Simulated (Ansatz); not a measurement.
CH$_{4}$AlFN$_{2}$ (`N=[C](N)[AlH][F]`), relaxed with RKS PBE-D4/def2-SVP in Ansatz 0.2.0 from a rough embedded geometry. The force threshold is 0.03 eV/Å; the program also tests the step.

Charge 0, multiplicity 1.

Start:

```xyz
9

N     0.730   -0.627   -1.402
C     0.306    0.040   -0.348
N     0.883    1.307   -0.083
Al   -1.048   -0.660    0.818
F    -1.814   -2.267    0.602
H     0.264   -1.614   -1.580
H     0.609    1.895    0.677
H     1.638    1.673   -0.796
H    -1.568    0.252    2.112
```

Question: How much energy does the relaxation release, and in how many steps? (Best estimate.)

Answer: Ansatz gave: 55.39 kJ/mol, in 10 steps, 1 of them rejected.

Question: Which bonds change most? (Best estimate.)

Answer: Computed: Al4–F5 from 1.794 to 1.683 Å; N3–H8 from 1.101 to 1.026 Å; N1–H6 from 1.106 to 1.031 Å; Al4–H9 from 1.666 to 1.596 Å.

Question: Give the relaxed structure. (Estimate.)

Answer: Computed: 
```xyz
9

N     0.681   -0.649   -1.375
C     0.341    0.066   -0.344
N     1.002    1.248   -0.092
Al   -1.056   -0.608    0.896
F    -1.618   -2.125    0.432
H     0.140   -1.526   -1.404
H     0.587    1.948    0.520
H     1.636    1.590   -0.822
H    -1.713    0.057    2.189
```
